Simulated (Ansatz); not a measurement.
Cost and result for the atomization energy of `N#[C][Ge]([F])([F])[F]` (6 atoms, 5 bonds).

Total charge 0; spin multiplicity 1. Correlated methods include outer-core shells of Ge, which these sets cover unevenly. Scalar relativity is left out up to krypton. The geometry is a stationary point of PBE0-D4/def2-TZVP. Program: Ansatz. All runs use 4 threads of an Arm Neoverse V2 on a shared host. Times are those of one run each, without the atoms' runs, and a repeat can differ threefold. Electronic energies, without spin–orbit coupling; frozen cores. CCSD(T)/CBS adds CCSD(T) − MP2 in def2-TZVPP to the MP2 limit, and its time is that of the two runs behind it. T1 = 0.013. With those shells the extrapolation isn't a true limit. B3LYP takes the VWN-RPA correlation (the form of Gaussian; ORCA's B3LYP/G).

CCSD(T)/CBS is a level of theory with its own doubt, some kJ/mol a heavy atom from the limit and from the frozen cores, so smaller differences don't rank the functionals.

```
                            level  functions  wall time
           LDA (SPW92)/def2-TZVPP        203     0.75 s
               BLYP-D4/def2-TZVPP        203      1.1 s
               PBE0-D4/def2-TZVPP        203      1.6 s
              BHLYP-D4/def2-TZVPP        203      1.9 s
                 CCSD(T)/def2-SVP        102      2.6 s
B3LYP-D4/def2-TZVPP (with forces)        203      2.6 s
               RPA@PBE/def2-TZVPP        203      2.9 s
                B2PLYP/def2-TZVPP        203      3.1 s
              PBE-QIDH/def2-TZVPP        203      3.2 s
               ωB97X-V/def2-TZVPP        203      4.6 s
                   MP2/def2-QZVPP        374       11 s
               CCSD(T)/def2-TZVPP        203       35 s
                CCSD(T)/CBS(def2)          –       46 s
```

(1) What atomization energy does each give, and how far from CCSD(T)/CBS? (Best estimate.)

## Answers

(1) The calculation gave: 
```csv
level,atomization (kcal/mol),difference from CCSD(T)/CBS,per bond
LDA (SPW92)/def2-TZVPP,733.6,115.0,23.0
BLYP-D4/def2-TZVPP,622.9,4.3,0.9
PBE0-D4/def2-TZVPP,610.2,-8.4,-1.7
BHLYP-D4/def2-TZVPP,570.4,-48.2,-9.6
CCSD(T)/def2-SVP,573.6,-45.0,-9.0
B3LYP-D4/def2-TZVPP (with forces),608.6,-10.0,-2.0
RPA@PBE/def2-TZVPP,558.5,-60.1,-12.0
B2PLYP/def2-TZVPP,612.9,-5.7,-1.1
PBE-QIDH/def2-TZVPP,609.5,-9.1,-1.8
ωB97X-V/def2-TZVPP,619.3,0.7,0.2
MP2/def2-QZVPP,650.0,31.4,6.3
CCSD(T)/def2-TZVPP,601.7,-16.9,-3.4
CCSD(T)/CBS(def2),618.6,0.0,0.0
```

From BLYP to BHLYP (50 % exact exchange), in def2-TZVPP and without D4, the atomization energy moves by −49.7 kcal/mol: exact exchange takes away binding that semilocal exchange gives to molecules. At CCSD(T), def2-SVP lies −44.9 kcal/mol from the extrapolated value and def2-TZVPP −16.9 kcal/mol: correlation converges slowly with the basis, and small sets miss more of it in the bonded molecule than in its fragments. Leaving LDA and LC-ωPBE aside and taking each functional with its dispersion term where it has one, the values, not all of them listed here, spread over 71.4 kcal/mol, from BHLYP-D4 to PBE-D4. LDA lies +94.8 kcal/mol from PBE without D4, its usual overbinding.
